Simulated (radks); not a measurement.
Species: neutral dysprosium. Configuration: [Xe] 4f10.5 6s1.5 (fractional occupations, a model configuration). Method: scalar-relativistic Kohn-Sham, BLYP, spin-unpolarised, spherical densities, point nucleus; computed with a radial shooting solver on a logarithmic mesh with Libxc functionals.

Normalised radial functions P(r) = r R(r), r in bohr:

| r | 4p | 5p |
|---|---|---|
| 0.0031 | 0.0199 | 0.0070 |
| 0.004931 | 0.0433 | 0.0151 |
| 0.007905 | 0.0932 | 0.0325 |
| 0.01257 | 0.1881 | 0.0656 |
| 0.02016 | 0.3496 | 0.1219 |
| 0.03232 | 0.5452 | 0.1897 |
| 0.05139 | 0.5973 | 0.2063 |
| 0.0824 | 0.1812 | 0.0579 |
| 0.131 | -0.6458 | -0.2290 |
| 0.2101 | -0.7442 | -0.2353 |
| 0.3341 | 0.6680 | 0.2777 |
| 0.5357 | 1.5487 | 0.3572 |
| 0.8588 | 0.7374 | -0.4749 |
| 1.366 | 0.1028 | -0.9140 |
| 2.19 | 0.0028 | -0.5341 |
| 3.483 | 0.0000 | -0.1292 |
| 5.583 | 0.0000 | -0.0098 |
| 8.88 | 0.0000 | -0.0001 |
| 14.24 | 0.0000 | 0.0000 |

4p: eigenvalue -288.05 eV, 2 radial nodes at r = 0.0920, 0.278 bohr, <r> = 0.562 bohr, 90 % of the charge inside 0.818 bohr. 5p: eigenvalue -23.250 eV, 3 radial nodes at r = 0.0911, 0.267, 0.675 bohr, <r> = 1.57 bohr, 90 % of the charge inside 2.33 bohr.
